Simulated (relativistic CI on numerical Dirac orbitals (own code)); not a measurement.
# d4 in a ligand field

Computed with a parametric ligand-field model of a d^n configuration (Racah B and C, spin-orbit zeta, crystal field), exact diagonalisation.

Field parameters in Wybourne normalisation: Oh B⁴₀ = 21Dq, B⁴₄ = √(5/14) B⁴₀. The field is a parameter set, without covalency.

Task: Ground term and bands for B = 890, C = 4370, ζ = 0 cm⁻¹, Oh, 10Dq = 32930 cm⁻¹?

Result: Ground term 3T1 with 0.03 electrons in the two orbitals of the cubic e set. Spin-allowed: 3E 29050 cm⁻¹ (344 nm), 3T1 30194 cm⁻¹ (331 nm), 3T2 31242 cm⁻¹ (320 nm), 3A1 32535 cm⁻¹ (307 nm). Lowest spin-forbidden: 5E 7045 cm⁻¹ (1419 nm), 1T2 12228 cm⁻¹ (818 nm), 1E 13410 cm⁻¹ (746 nm).

Task: Ground term and bands for B = 890, C = 4370, ζ = 0 cm⁻¹, Oh, 10Dq = 24030 cm⁻¹?

Result: Ground term 5E with 1.00 electrons in the two orbitals of the cubic e set. Spin-allowed: 5T2 24030 cm⁻¹ (416 nm). Lowest spin-forbidden: 3T1 1540 cm⁻¹, 1T2 13480 cm⁻¹ (742 nm), 1E 14666 cm⁻¹ (682 nm).

Task: Ground term and bands for B = 890, C = 4370, ζ = 0 cm⁻¹, Oh, 10Dq = 34710 cm⁻¹?

Result: Ground term 3T1 with 0.03 electrons in the two orbitals of the cubic e set. Spin-allowed: 3E 30787 cm⁻¹ (325 nm), 3T1 31928 cm⁻¹ (313 nm), 3T2 32985 cm⁻¹ (303 nm), 3A1 34266 cm⁻¹ (292 nm). Lowest spin-forbidden: 5E 8776 cm⁻¹ (1139 nm), 1T2 12278 cm⁻¹ (814 nm), 1E 13449 cm⁻¹ (744 nm).

Task: Ground term and bands for B = 890, C = 4370, ζ = 0 cm⁻¹, Oh, 10Dq = 8010 cm⁻¹?

Result: Ground term 5E with 1.00 electrons in the two orbitals of the cubic e set. Spin-allowed: 5T2 8010 cm⁻¹ (1248 nm). Lowest spin-forbidden: 3T1 16260 cm⁻¹ (615 nm), 3E 21729 cm⁻¹ (460 nm), 3T1 23117 cm⁻¹ (433 nm).

Task: Ground term and bands for B = 890, C = 4370, ζ = 0 cm⁻¹, Oh, 10Dq = 11570 cm⁻¹?

Result: Ground term 5E with 1.00 electrons in the two orbitals of the cubic e set. Spin-allowed: 5T2 11570 cm⁻¹ (864 nm). Lowest spin-forbidden: 3T1 13156 cm⁻¹ (760 nm), 3E 21823 cm⁻¹ (458 nm), 3T1 23114 cm⁻¹ (433 nm).
